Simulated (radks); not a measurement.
Results of a calculation; reference values are marked as such.
Isoelectronic series with 14 electrons, all held in the configuration [Ne] 3s2 3p2, which need not be the ground one along the series. Code: a radial shooting solver on a logarithmic mesh with Libxc functionals. Model: Dirac Kohn-Sham, PBE, spin-unpolarised, spherical densities, point nucleus; open shells fill j = l - 1/2 first. Total energies (hartree) and mean radii <r> (bohr):

| ion | E (hartree) | 3p1/2 | 3s1/2 | 2p3/2 |
|---|---|---|---|---|
| Si | -289.83876 | 2.791 | 2.164 | 0.5383 |
| P+ | -341.54844 | 2.133 | 1.821 | 0.4857 |
| S2+ | -397.80112 | 1.763 | 1.578 | 0.4425 |
| Cl3+ | -458.59096 | 1.515 | 1.396 | 0.4063 |
| Ar4+ | -523.91923 | 1.333 | 1.254 | 0.3756 |
| Ca6+ | -668.21373 | 1.081 | 1.046 | 0.3263 |
| Sc7+ | -747.19658 | 0.9890 | 0.9662 | 0.3062 |
| Ti8+ | -830.75013 | 0.9121 | 0.8983 | 0.2885 |

Estimate the row of K5+.

Answer. E (hartree) -593.79100; 3p1/2 1.193; 3s1/2 1.140; 2p3/2 0.3492.
